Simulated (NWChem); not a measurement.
System: formate (CHO2 anion); SMILES O=C[O-]

Here is an NWChem input.

```
start job
memory heap 200 mb stack 900 mb global 1100 mb
charge -1
geometry units angstroms
  O      1.136013     0.000000    -0.205563
  C      0.000000     0.000000     0.321913
  O     -1.136013     0.000000    -0.205563
  H      0.000000     0.000000     1.466577
end
basis spherical
  * library pcseg-1
end
dft
  xc pbe0
  iterations 150
end
driver
  maxiter 120
end
task dft optimize
task dft freq
```

Parts of the log:

```
             Northwest Computational Chemistry Package (NWChem) 7.3.0
             --------------------------------------------------------

 C2V symmetry detected

                             Geometry "geometry" -> ""
                             -------------------------

 Output coordinates in angstroms (scale by  1.889725989 to convert to a.u.)

  No.       Tag          Charge          X              Y              Z
 ---- ---------------- ---------- -------------- -------------- --------------
    1 O                    8.0000     1.13601300     0.00000000    -0.21030417
    2 C                    6.0000     0.00000000     0.00000000     0.31717183
    3 O                    8.0000    -1.13601300     0.00000000    -0.21030417
    4 H                    1.0000     0.00000000     0.00000000     1.46183583

 Effective nuclear repulsion energy (a.u.)      62.4280501181

      Symmetry information
      --------------------

 Group name             C2v
 Group number             16
 Group order               4
 No. of unique centers     3

                                Z-matrix (autoz)
                                --------

 Units are Angstrom for bonds and degrees for angles

      Type          Name      I     J     K     L     M      Value
      ----------- --------  ----- ----- ----- ----- ----- ----------
    1 Stretch                  1     2                       1.25250
    2 Stretch                  2     3                       1.25250
    3 Stretch                  2     4                       1.14466
    4 Bend                     1     2     3               130.18703
    5 Bend                     1     2     4               114.90649
    6 Bend                     3     2     4               114.90649
    7 Torsion                  1     2     3     4         180.00000
    8 Torsion                  1     2     4     3         180.00000
    9 Torsion                  3     2     1     4         180.00000
   10 Torsion                  1     4     2     3         180.00000
   11 Torsion                  3     1     2     4         180.00000
   12 Torsion                  1     3     2     4         180.00000

                           NWChem Geometry Optimization
                           ----------------------------

 maximum gradient threshold         (gmax) =   0.000450
 rms gradient threshold             (grms) =   0.000300
 maximum cartesian step threshold   (xmax) =   0.001800
 rms cartesian step threshold       (xrms) =   0.001200
 fixed trust radius                (trust) =   0.300000
 source of zmatrix                         =   autoz

          -------------------
          Energy Minimization
          -------------------

 Using diagonal initial Hessian
 Scaling for Hessian diagonals: bonds = 1.00  angles = 0.25  torsions = 0.10

          --------
          Step   0

                                 NWChem DFT Module
                                 -----------------

 Summary of "ao basis" -> "ao basis" (spherical)
 ------------------------------------------------------------------------------
       Tag                 Description            Shells   Functions and Types
 ---------------- ------------------------------  ------  ---------------------
 O                          pcseg-1                  6       14   3s2p1d
 C                          pcseg-1                  6       14   3s2p1d
 H                          pcseg-1                  3        5   2s1p

      Symmetry analysis of basis
      --------------------------

        a1         20
        a2          5
        b1         14
        b2          8

            General Information
            -------------------
          SCF calculation type: DFT
          Wavefunction type:  closed shell.
          No. of atoms     :     4
          No. of electrons :    24
           Alpha electrons :    12
            Beta electrons :    12
          Charge           :    -1
          Spin multiplicity:     1
          Use of symmetry is: on ; symmetry adaption is: on
          Maximum number of iterations: 150
          AO basis - number of functions:    47
                     number of shells:    21
          Convergence on energy requested:  1.00D-06
          Convergence on density requested:  1.00D-05
          Convergence on gradient requested:  5.00D-04

              XC Information
              --------------
                         PBE0 Method XC Functional
                     Hartree-Fock (Exact) Exchange  0.250
          PerdewBurkeErnzerhof Exchange Functional  0.750
            Perdew 1991 LDA Correlation Functional  1.000 local
           PerdewBurkeErnz. Correlation Functional  1.000 non-local

             Grid Information
             ----------------
          Grid used for XC integration:  medium
          Radial quadrature: Mura-Knowles
          Angular quadrature: Lebedev.
          Tag              B.-S. Rad. Rad. Pts. Rad. Cut. Ang. Pts.
          ---              ---------- --------- --------- ---------
          O                   0.60       49           7.0       434
          C                   0.70       49           6.0       434
          H                   0.35       45           6.0       434
          Grid pruning is: on
          Number of quadrature shells:   143
          Spatial weights used:  Erf1

      Superposition of Atomic Density Guess
      -------------------------------------

 Sum of atomic energies:        -187.62156998

 Renormalizing density from      23.00 to     24

      Non-variational initial energy
      ------------------------------

 Total energy =    -193.466410
 1-e energy   =    -397.126493
 2-e energy   =     141.232033
 HOMO         =       0.041037
 LUMO         =       0.416270

      Symmetry analysis of molecular orbitals - initial
      -------------------------------------------------

  Numbering of irreducible representations:

     1 a1          2 a2          3 b1          4 b2

  Orbital symmetries:

     1 a1          2 b1          3 a1          4 a1          5 b1
     6 a1          7 a1          8 b1          9 b2         10 a2
    11 b1         12 a1         13 a1         14 b2         15 a1
    16 b1         17 b2         18 a1         19 a1         20 a1
    21 b1         22 a1

   convergence    iter        energy       DeltaE   RMS-Dens  Diis-err
 ---------------- ----- ----------------- --------- --------- ---------
 d= 0,ls=0.0,diis     1   -188.7948104917 -2.51D+02  2.73D-02  1.27D+00
 d= 0,ls=0.0,diis     2   -188.7979682288 -3.16D-03  1.38D-02  1.44D+00
 d= 0,ls=0.0,diis     3   -188.9504049019 -1.52D-01  3.53D-03  6.88D-02
 d= 0,ls=0.0,diis     4   -188.9558489285 -5.44D-03  1.18D-03  6.78D-03
 d= 0,ls=0.0,diis     5   -188.9564852531 -6.36D-04  1.24D-04  2.68D-05
  Resetting Diis
 d= 0,ls=0.0,diis     6   -188.9564893335 -4.08D-06  1.04D-05  2.66D-07
 d= 0,ls=0.0,diis     7   -188.9564893648 -3.12D-08  2.89D-06  1.20D-08

         Total DFT energy =     -188.956489364763
      One electron energy =     -389.365285170484
           Coulomb energy =      160.983105982173
    Exchange-Corr. energy =      -23.002360294518
 Nuclear repulsion energy =       62.428050118066

 Numeric. integr. density =       24.000000229461

                  Occupations of the irreducible representations
                  ----------------------------------------------

                     irrep           alpha         beta
                     --------     --------     --------
                     a1                6.0          6.0
                     a2                1.0          1.0
                     b1                4.0          4.0
                     b2                1.0          1.0

                       DFT Final Molecular Orbital Analysis
                       ------------------------------------

 Vector   10  Occ=2.000000D+00  E=-3.774939D-02  Symmetry=a2
              MO Center=  1.5D-14,  4.2D-18, -1.9D-01, r^2= 1.9D+00
   Bfn.  Coefficient  Atom+Function         Bfn.  Coefficient  Atom+Function
  ----- ------------  ---------------      ----- ------------  ---------------
     5      0.457500  1 O  py                33     -0.457500  3 O  py
     8      0.367166  1 O  py                36     -0.367166  3 O  py
    24      0.051149  2 C  d -2

 Vector   11  Occ=2.000000D+00  E=-2.629399D-02  Symmetry=b1
              MO Center=  1.2D-15,  2.2D-31, -1.3D-01, r^2= 2.0D+00
   Bfn.  Coefficient  Atom+Function         Bfn.  Coefficient  Atom+Function
  ----- ------------  ---------------      ----- ------------  ---------------
     6      0.363082  1 O  pz                34     -0.363082  3 O  pz
     4      0.296434  1 O  px                32      0.296434  3 O  px
     9      0.272254  1 O  pz                37     -0.272254  3 O  pz
     7      0.229597  1 O  px                35      0.229597  3 O  px
    21      0.140867  2 C  px                 3     -0.078256  1 O  s

[...]

      ----------------------
      Optimization converged
      ----------------------

  Step       Energy      Delta E   Gmax     Grms     Xrms     Xmax
  ---- ---------------- -------- -------- -------- -------- --------
@    4    -188.95661965 -1.1D-07  0.00001  0.00000  0.00020  0.00044
                                     ok       ok       ok       ok

                                Z-matrix (autoz)
                                --------

 Units are Angstrom for bonds and degrees for angles

      Type          Name      I     J     K     L     M      Value     Gradient
      ----------- --------  ----- ----- ----- ----- ----- ---------- ----------
    1 Stretch                  1     2                       1.24720   -0.00001
    2 Stretch                  2     3                       1.24720   -0.00001
    3 Stretch                  2     4                       1.15331    0.00001
    4 Bend                     1     2     3               131.12160    0.00001
    5 Bend                     1     2     4               114.43920   -0.00000
    6 Bend                     3     2     4               114.43920   -0.00000
    7 Torsion                  1     2     3     4         180.00000    0.00000
    8 Torsion                  1     2     4     3         180.00000    0.00000
    9 Torsion                  3     2     1     4         180.00000    0.00000
   10 Torsion                  1     4     2     3         180.00000    0.00000
   11 Torsion                  3     1     2     4         180.00000    0.00000
   12 Torsion                  1     3     2     4         180.00000    0.00000

                         Geometry "geometry" -> "geometry"
                         ---------------------------------

 Output coordinates in angstroms (scale by  1.889725989 to convert to a.u.)

  No.       Tag          Charge          X              Y              Z
 ---- ---------------- ---------- -------------- -------------- --------------
    1 O                    8.0000     1.13545106     0.00000000    -0.20672811
    2 C                    6.0000     0.00000000     0.00000000     0.30927231
    3 O                    8.0000    -1.13545106     0.00000000    -0.20672811
    4 H                    1.0000     0.00000000     0.00000000     1.46258322

 Effective nuclear repulsion energy (a.u.)      62.5925314758

      Symmetry information
      --------------------

 Group name             C2v
 Group number             16
 Group order               4
 No. of unique centers     3

                Final and change from initial internal coordinates
                --------------------------------------------------

                                Z-matrix (autoz)
                                --------

 Units are Angstrom for bonds and degrees for angles

      Type          Name      I     J     K     L     M      Value       Change
      ----------- --------  ----- ----- ----- ----- ----- ---------- ----------
    1 Stretch                  1     2                       1.24720   -0.00530
    2 Stretch                  2     3                       1.24720   -0.00530
    3 Stretch                  2     4                       1.15331    0.00865
    4 Bend                     1     2     3               131.12160    0.93457
    5 Bend                     1     2     4               114.43920   -0.46729
    6 Bend                     3     2     4               114.43920   -0.46729
    7 Torsion                  1     2     3     4         180.00000    0.00000
    8 Torsion                  1     2     4     3         180.00000    0.00000
    9 Torsion                  3     2     1     4         180.00000    0.00000
   10 Torsion                  1     4     2     3         180.00000    0.00000
   11 Torsion                  3     1     2     4         180.00000    0.00000
   12 Torsion                  1     3     2     4         180.00000    0.00000

 ==============================================================================
                                internuclear distances
 ------------------------------------------------------------------------------
       center one      |      center two      | atomic units |  angstroms
 ------------------------------------------------------------------------------
    2 C                |   1 O                |     2.35686  |     1.24720
    3 O                |   2 C                |     2.35686  |     1.24720
    4 H                |   2 C                |     2.17944  |     1.15331
 ------------------------------------------------------------------------------
                         number of included internuclear distances:          3
 ==============================================================================

[...]

 Rotational Constants
 --------------------
 A=   3.644527 cm-1  (  5.243544 K)
 B=   0.408744 cm-1  (  0.588078 K)
 C=   0.367525 cm-1  (  0.528775 K)

 Temperature                      =   298.15K
 frequency scaling parameter      =   1.0000

 Zero-Point correction to Energy  =   12.735 kcal/mol  (  0.020295 au)
 Thermal correction to Energy     =   14.596 kcal/mol  (  0.023260 au)
 Thermal correction to Enthalpy   =   15.188 kcal/mol  (  0.024204 au)

 Total Entropy                    =   56.899 cal/mol-K
   - Translational                =   37.321 cal/mol-K (mol. weight =  44.9976)
   - Rotational                   =   19.230 cal/mol-K (symmetry #  =        2)
   - Vibrational                  =    0.349 cal/mol-K

 Cv (constant volume heat capacity) =    7.225 cal/mol-K
   - Translational                  =    2.979 cal/mol-K
   - Rotational                     =    2.979 cal/mol-K
   - Vibrational                    =    1.267 cal/mol-K

[normal modes left out]

 ----------------------------------------------------------------------------
 Normal Eigenvalue ||           Projected Infra Red Intensities
  Mode   [cm**-1]  || [atomic units] [(debye/angs)**2] [(KM/mol)] [arbitrary]
 ------ ---------- || -------------- ----------------- ---------- -----------
    1       -0.000 ||    0.010502           0.242        10.238       0.739
    2       -0.000 ||    0.014382           0.332        14.021       1.012
    3        0.000 ||    0.015587           0.360        15.195       1.097
    4        0.000 ||    0.013440           0.310        13.102       0.946
    5        0.000 ||    0.021289           0.491        20.754       1.499
    6        0.000 ||    0.000036           0.001         0.035       0.003
    7      768.591 ||    0.041328           0.953        40.288       2.909
    8     1060.826 ||    0.012598           0.291        12.281       0.887
    9     1386.668 ||    0.202710           4.677       197.612      14.269
   10     1390.426 ||    0.002796           0.065         2.725       0.197
   11     1790.028 ||    0.670048          15.459       653.196      47.165
   12     2515.987 ||    0.700078          16.151       682.470      49.278
 ----------------------------------------------------------------------------
```

Level: PBE0/pcseg-1. Sets without diffuse functions describe the anion's extra electron poorly.
